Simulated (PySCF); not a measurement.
H7GaO3Si2 (SMILES [OH][Ga]([O][SiH3])[O][SiH3]), singlet, at a GFN2-xTB geometry (such geometries of metal compounds can be far from the true shape); PySCF with DF-PBE0/def2-TZVPPD.

Here is a job for PySCF.
```python
from pyscf import gto, scf, dft

mol = gto.M(
    atom='''
Ga    0.46195310    0.54671448    0.57339468
O     1.27788920    1.67037645    1.61065800
H     1.05406970    2.59108450    1.46286763
O    -0.65377707    1.16361101   -0.62554989
Si   -1.71545299    0.70145241   -1.77959546
H    -2.83994805    0.00526624   -1.14666932
H    -1.04800495   -0.16682393   -2.75419329
H    -2.08532688    2.00652748   -2.32822296
O     0.71054942   -1.16851179    0.68609334
Si    0.24936165   -2.55458840   -0.05600039
H    -1.21586140   -2.65730651   -0.07286888
H     0.88895325   -3.53533499    0.82052527
H     0.77355850   -2.57146335   -1.42794320
''',
    basis='def2-tzvppd',
    verbose=4,
    max_memory=1800,
)

mf = dft.RKS(mol)
mf.xc = 'pbe0'
mf = mf.density_fit(auxbasis='def2-universal-jkfit')
mf.kernel()
```

**Question.** Write the output that PySCF gives for this input, abridged.

**Answer.** 
```
PySCF version 2.14.0

[INPUT] verbose = 4
[INPUT] num. atoms = 13
[INPUT] num. electrons = 90
[INPUT] charge = 0
[INPUT] spin (= nelec alpha-beta = 2S) = 0
[INPUT] symmetry False subgroup None
[INPUT] Mole.unit = angstrom
[INPUT] Symbol           X                Y                Z      unit          X                Y                Z       unit  Magmom
[INPUT]  1 Ga     0.461953100000   0.546714480000   0.573394680000 AA    0.872964841394   1.033140635534   1.083558906483 Bohr   0.0
[INPUT]  2 O      1.277889200000   1.670376450000   1.610658000000 AA    2.414860605540   3.156554015423   3.043702500340 Bohr   0.0
[INPUT]  3 H      1.054069700000   2.591084500000   1.462867630000 AA    1.991903049202   4.896440070606   2.764419177192 Bohr   0.0
[INPUT]  4 O     -0.653777070000   1.163611010000  -0.625549890000 AA   -1.235459608821   2.198906124429  -1.182117969352 Bohr   0.0
[INPUT]  5 Si    -1.715452990000   0.701452410000  -1.779595460000 AA   -3.241736330666   1.325552944316  -3.362948031919 Bohr   0.0
[INPUT]  6 H     -2.839948050000   0.005266240000  -1.146669320000 AA   -5.366724022493   0.009951751306  -2.166890970241 Bohr   0.0
[INPUT]  7 H     -1.048004950000  -0.166823930000  -2.754193290000 AA   -1.980442332689  -0.315251538724  -5.204671012215 Bohr   0.0
[INPUT]  8 H     -2.085326880000   2.006527480000  -2.328222960000 AA   -3.940696683394   3.791787398614  -4.399703751324 Bohr   0.0
[INPUT]  9 O      0.710549420000  -1.168511790000   0.686093340000 AA    1.342743801769  -2.208167256425   1.296528508488 Bohr   0.0
[INPUT] 10 Si     0.249361650000  -2.554588400000  -0.056000390000 AA    0.471225224470  -4.827472436991  -0.105825399969 Bohr   0.0
[INPUT] 11 H     -1.215861400000  -2.657306510000  -0.072868880000 AA   -2.297645051430  -5.021581532924  -0.137702226204 Bohr   0.0
[INPUT] 12 H      0.888953250000  -3.535334990000   0.820525270000 AA    1.679878180042  -6.680814889692   1.550568038585 Bohr   0.0
[INPUT] 13 H      0.773558500000  -2.571463350000  -1.427943200000 AA    1.461813706329  -4.859361470857  -2.698421569435 Bohr   0.0

nuclear repulsion = 663.975966551477
number of shells = 141
number of NR pGTOs = 542
number of NR cGTOs = 389
basis = def2-tzvppd
ecp = {}

******** <class 'pyscf.df.df_jk.DFRKS'> ********
method = DFRKS
initial guess = minao
damping factor = 0
level_shift factor = 0
DIIS = <class 'pyscf.scf.diis.CDIIS'>
diis_start_cycle = 1
diis_space = 8
diis_damp = 0
SCF conv_tol = 1e-09
SCF conv_tol_grad = None
SCF max_cycles = 50
direct_scf = False
XC library pyscf.dft.libxc version 7.1.2
    S. Lehtola, C. Steigemann, M. J. T. Oliveira, and M. A. L. Marques,  SoftwareX 7, 1–5 (2018)
XC functionals = pbe0
    C. Adamo and V. Barone,  J. Chem. Phys. 110, 6158 (1999)
    M. Ernzerhof and G. E. Scuseria,  J. Chem. Phys. 110, 5029 (1999)
radial grids:
    Treutler-Ahlrichs [JCP 102, 346 (1995); DOI:10.1063/1.469408] (M4) radial grids

becke partition: Becke, JCP 88, 2547 (1988); DOI:10.1063/1.454033
pruning grids: <function nwchem_prune>
grids dens level: 3
symmetrized grids: False
atomic radii adjust function: <function treutler_atomic_radii_adjust>
small_rho_cutoff = 0
Set gradient conv threshold to 3.16228e-05
Initial guess from minao.
tot grids = 170168
******** <class 'pyscf.df.df.DF'> ********
auxbasis = def2-universal-jkfit
init E= -2733.01653257308
  HOMO = -0.36037352142138  LUMO = -0.11556600351917  gap/eV = 6.66155
cycle= 1 E= -2732.8959754725  delta_E= 0.121  |g|= 1.53  |ddm|= 3.33
  HOMO = -0.150206147731358  LUMO = -0.0197987678252185  gap/eV = 3.54857
cycle= 2 E= -2732.06267403435  delta_E= 0.833  |g|= 2.66  |ddm|= 3.23
  HOMO = -0.320177875245497  LUMO = -0.0567329426330545  gap/eV = 7.16870
cycle= 3 E= -2733.25373970575  delta_E= -1.19  |g|= 0.147  |ddm|= 2.25
  HOMO = -0.308632761717586  LUMO = -0.0463191748076071  gap/eV = 7.13792
cycle= 4 E= -2733.25625027235  delta_E= -0.00251  |g|= 0.109  |ddm|= 0.167
  HOMO = -0.313356818282727  LUMO = -0.0478745085437779  gap/eV = 7.22414
cycle= 5 E= -2733.25748012877  delta_E= -0.00123  |g|= 0.0178  |ddm|= 0.075
  HOMO = -0.313197459696157  LUMO = -0.0482031716947304  gap/eV = 7.21086
cycle= 6 E= -2733.25752173658  delta_E= -4.16e-05  |g|= 0.00857  |ddm|= 0.0161
  HOMO = -0.313379747439016  LUMO = -0.0482619960399902  gap/eV = 7.21422
cycle= 7 E= -2733.25753384196  delta_E= -1.21e-05  |g|= 0.00118  |ddm|= 0.00615
  HOMO = -0.313396925750322  LUMO = -0.0482707379320431  gap/eV = 7.21445
cycle= 8 E= -2733.2575340242  delta_E= -1.82e-07  |g|= 0.000477  |ddm|= 0.00138
  HOMO = -0.313382723793733  LUMO = -0.0482653916514764  gap/eV = 7.21421
cycle= 9 E= -2733.25753405983  delta_E= -3.56e-08  |g|= 0.00016  |ddm|= 0.00042
  HOMO = -0.313390338565519  LUMO = -0.0482625969855732  gap/eV = 7.21449
cycle= 10 E= -2733.25753406449  delta_E= -4.66e-09  |g|= 2.46e-05  |ddm|= 0.000138
  HOMO = -0.31338916788981  LUMO = -0.0482632389159861  gap/eV = 7.21444
cycle= 11 E= -2733.25753406464  delta_E= -1.48e-10  |g|= 4.42e-06  |ddm|= 3.35e-05
  HOMO = -0.313388612063388  LUMO = -0.0482627663844468  gap/eV = 7.21444
Extra cycle  E= -2733.25753406463  delta_E= 9.55e-12  |g|= 5.87e-06  |ddm|= 7.68e-06
converged SCF energy = -2733.25753406463
```
